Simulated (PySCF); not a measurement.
Computed IR spectrum (relative IR intensity) of a molecule C2H6AlFO. Geometry: B3LYP-D3(BJ)/def2-SVP. Other conformers were not sampled. Computed with B3LYP-D3(BJ)/def2-SVP run with PySCF 2.14.0. Frequencies are harmonic and unscaled.

ν (cm⁻¹): 231 (m), 269 (w), 301 (vw), 387 (vs), 562 (vs), 571 (vw), 607 (m), 832 (vs), 925 (s), 933 (vw), 966 (w), 1035 (w), 1401 (vw), 1427 (vw), 1473 (vw), 1481 (vw), 3011 (w), 3022 (m), 3049 (w), 3094 (m), 3107 (w), 3923 (s) (against the strongest line: vs over 80 %, s over 45 %, m over 15 %, w over 4 %, vw less)

### Question
Pick the molecule that these values belong to.
A. C[CH2][Al]([OH])[F]
B. CC[O][AlH][F]
C. C[O][Al]([CH3])[F]

### Answer
A, C[CH2][Al]([OH])[F]
